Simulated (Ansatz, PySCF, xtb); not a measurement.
Lewis adduct: ClFHIn (SMILES [F][InH][Cl]) (first 4 atoms) with NH3 (SMILES N); geometry from B3LYP-D3(BJ)/def2-TZVP, rigid monomers moved along the line of their centres of mass till In2···N5 is 2.67 Å.
(charge 0, multiplicity 1):
```csv
atom,x (Å),y (Å),z (Å)
F,0.8802,1.4208,1.1647
In,-0.7270,0.2746,1.3966
Cl,-2.2034,1.2916,2.9507
H,-1.2190,-0.7851,0.1578
N,0.7356,-0.9408,3.2756
H,1.5910,-0.3920,3.2280
H,0.2826,-0.7575,4.1660
H,0.9700,-1.9259,3.2203
```

Interaction energies are E(AB) − E(A) − E(B) at the monomers' geometry in the complex; basis-set methods are counterpoise corrected. Rows marked so take none.

Correlated levels freeze the cores. Filled d and f shells under p-block atoms count as core. CBS: X⁻³ extrapolation of the correlation energy, Hartree–Fock from the larger set. Rows in 3-21G carry no dispersion term and start afresh at each structure; the Pople sets are all-electron and without relativity.

Run with Ansatz (an electronic-structure program); PySCF for 3-21G rows, the dispersion terms; xtb for the GFN methods. Each number belongs to the level named beside it. In def2 rows elements past Kr take small-core potentials, without spin–orbit coupling.

| level | interaction energy (kcal/mol) |
|---|---|
| GFN2-xTB | -23.95 |
| r2SCAN/def2-TZVPPD | -25.66 |
| r2SCAN-D4/def2-TZVPPD | -26.07 |
| B3LYP/3-21G (no counterpoise) | (withheld) |
| PBE0-D4/def2-TZVPPD | -25.48 |
| MP2/def2-SVPD | -24.79 |
| CCSD/def2-SVPD | -24.44 |
| CCSD(T)/def2-SVPD | -24.41 |
| MP2/CBS(def2-SVPD, def2-TZVPPD) + ΔCCSD(T)/def2-SVPD | -24.57 |

Question: What belongs in the gaps?

Answer: 
- B3LYP/3-21G (no counterpoise), interaction energy (kcal/mol): -40.26
